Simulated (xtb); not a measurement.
A run for xtb: GFN-FF on ClH7Si2 (a complex), monomers drawn apart or pushed together.

```
$ xtb mol.xyz --gfnff --sp --chrg 0 --uhf 0
10

Cl     1.04904831     0.64379955    -0.35193283
H     -0.00385700     0.90673945     0.33811639
Si     0.74103029    -0.73634332     4.09281906
Si    -1.34229043     0.32292962     3.89145783
H      1.83449012     0.23127797     3.84772193
H      0.84239636    -1.85579427     3.12922967
H      0.86784698    -1.27100080     5.47080252
H     -1.45958448     1.44935959     4.84777229
H     -2.44924341    -0.63299561     4.13217328
H     -1.52715506     0.88091391     2.52319740
```

Q: Predict the final total energy.

A: -0.8027 hartree.
